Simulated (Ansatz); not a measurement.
A nudged elastic band was laid between two geometries of CH5N + GeH3 (11 atoms, charge 0, multiplicity 2).

The calculation used UHF/def2-SVP in Ansatz 0.2.0.

```
movable images  : 5
climbing image  : yes
spring          : 5.0 eV/Å²
optimiser       : quadratic models (default)
start path      : through a guess of the saddle point
force threshold : 0.05 eV/Å
iteration limit : 60
end points      : relaxed
```

First end point:

```xyz
11
Properties=species:S:1:pos:R:3
H 0.161 -0.379 -1.433
C 0.225 0.472 -2.125
N -0.067 1.761 -1.538
Ge -0.327 -1.654 2.826
H -0.465 0.278 -2.949
H 1.231 0.478 -2.547
H -0.995 1.785 -1.155
H 0.566 1.970 -0.786
H -0.590 -0.193 3.215
H 1.174 -1.902 2.625
H -0.912 -2.616 3.867
```

Last end point:

```xyz
11
Properties=species:S:1:pos:R:3
H -0.156 -1.233 1.015
C 0.207 0.714 -2.504
N -0.031 1.856 -1.738
Ge -0.107 -1.498 2.524
H -0.602 0.392 -3.149
H 1.217 0.585 -2.873
H -0.935 1.881 -1.306
H 0.681 2.054 -1.062
H -0.587 -0.250 3.277
H 1.332 -1.821 2.944
H -1.018 -2.681 2.871
```

Question: What changes between the two ends?

Answer: Bonds broken: H1–C2. Bonds formed: H1–Ge4. CH5N + GeH3 becomes CH4N + GeH4.

Question: Give the energies along the band, and the barrier.

Answer: It converged. The highest image is number 3 of 0 to 6, 28.0 kcal/mol above the first end and 20.4 kcal/mol above the last; the last end lies 7.6 kcal/mol above the first. A vibrational analysis at the climbing image gives one clearly imaginary mode, 1888i cm⁻¹, and a faint second one (37i cm⁻¹) that may be numerical noise or a soft torsion: probably a first-order saddle point.

```
image  path coordinate (Å)  energy (kcal/mol)  H1–C2 (Å)  H1–Ge4 (Å)
    0                 0.00                0.0       1.10        4.47
    1                 1.37                0.1       1.10        3.63
    2                 2.74                1.8       1.10        2.99
    3                 4.12               28.0       1.48        1.77
    4                 5.38                9.5       2.60        1.53
    5                 6.65                7.7       3.41        1.53
    6                 7.92                7.6       4.04        1.53
```

Question: What is the geometry of the highest image?

Answer: 
```xyz
11
Properties=species:S:1:pos:R:3
H 0.065 -0.438 -0.019
C 0.111 0.170 -1.366
N -0.101 1.558 -1.331
Ge -0.009 -1.038 1.644
H -0.672 -0.381 -1.881
H 1.108 -0.113 -1.698
H -1.007 1.820 -0.991
H 0.604 2.063 -0.828
H -0.483 0.084 2.589
H 1.377 -1.512 2.117
H -0.993 -2.215 1.764
```

The run took 2.2 min on 2 threads of Arm Neoverse V1, on a shared host, peak memory 0.27 GiB.
